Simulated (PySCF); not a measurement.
# Correlation energy of Cl (chlorine, neutral)

Starting occupation: [Ne] 3s2 3p5, 3p1/2 with m_j = -1/2, +1/2, 3p3/2 with m_j = -1/2, +1/2, +3/2. Calculation: PySCF 2.14, in x2c-TZVPall-2c with one added diffuse shell each of s, p type (6s7p2d1f, 44 functions); X2C-1e with screened-nucleus spin-orbit coupling, Gaussian nucleus. Frozen: [Ne]; 7 electrons correlated; the 6 highest virtual spinors left out.

MP2 pair energies summed by pair of shells (mhartree):

```
 pair  energy  share (%)
3p-3p  -98.35       61.2
3p-3s  -53.35       33.2
3s-3s   -9.03        5.6
```

Total MP2 correlation energy: -160.73 mhartree.

The GHF reference relaxed away from the jj start to a determinant that is no pure jj level (⟨S²⟩ = 0.75, ⟨J²⟩ = 3.76); the energies belong to that determinant.
